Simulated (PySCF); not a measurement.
## A ladder of Hamiltonians for Ru⁴⁰⁺ (ruthenium, charge +40)

Occupied: 1s1/2, 2s1/2. Hartree-Fock calculated with PySCF 2.14 in an even-tempered Gaussian basis (16 s from 6.2 bohr⁻², ratio 2.7; 12 p from 7.4 bohr⁻², ratio 2.7), Gaussian nucleus throughout. NR is non-relativistic, sf-X2C the spin-free one-electron X2C Hamiltonian, X2C adds the bare one-electron spin-orbit term, X2C-SNSO screens it by Boettger's factors, DC is four-component Dirac-Coulomb, and the Gaunt and Breit terms are added at first order (total energies over the DC spinors, levels after relaxing the spinors in that mean field). QED terms are absent. Levels marked empty are virtual spinors of this ion.

```
Hamiltonian  E (hartree)  E − E(DC) (hartree)  CPU seconds
         NR   -2351.6055              66.1091         0.42
     sf-X2C   -2417.0362               0.6783         0.22
        X2C   -2417.0362               0.6783         0.22
   X2C-SNSO   -2417.0362               0.6783         0.24
         DC   -2417.7146               0.0000          5.8
   DC+Gaunt   -2416.3078               1.4068          7.5
   DC+Breit   -2416.3357               1.3789           69
```

| level (eV) | NR | sf-X2C | X2C | X2C-SNSO | DC | DC+Gaunt | DC+Breit |
| --- | --- | --- | --- | --- | --- | --- | --- |
| 1s1/2 | -25135.9 | -25784.0 | -25784.0 | -25784.0 | -25800.4 | -25766.6 | -25767.0 |
| 2s1/2 | -5941.0 | -6134.5 | -6134.5 | -6134.5 | -6136.2 | -6132.4 | -6132.8 |
| 2p1/2 (empty) | -5694.8 | -5767.8 | -5875.6 | -5870.4 | -5871.8 | -5864.9 | -5865.9 |
| 2p3/2 (empty) | -5694.8 | -5767.8 | -5718.3 | -5720.5 | -5720.8 | -5716.8 | -5717.8 |
| 3s1/2 (empty) | -2508.3 | -2573.3 | -2573.3 | -2573.3 | -2573.7 | -2572.7 | -2572.8 |

```json
{"interval (eV)": "2p3/2 − 2p1/2", "X2C": "157.3", "X2C-SNSO": "149.9", "DC": "151.0", "DC+Gaunt": "148.1", "DC+Breit": "148.1"}
```

Weight of the small component: 1s1/2 0.0261, 2s1/2 0.00612, 2p1/2 0.00601, 2p3/2 0.00584, 3s1/2 0.00256.

Koopmans' value for the highest occupied level at DC+Breit: 6132.8 eV, against an ionisation energy of 6137 ± 6 eV (semi-empirical (NIST evaluation); NIST Atomic Spectra Database, ionization energies); the former lacks relaxation, correlation, QED and recoil.

The whole ladder took 87 s of wall time on 1 thread of AMD EPYC 7R43 64-Core Processor (shared host), launched as `OMP_NUM_THREADS=1 python relrun2.py TASK.json OUT` (a driver that calls PySCF for each Hamiltonian).
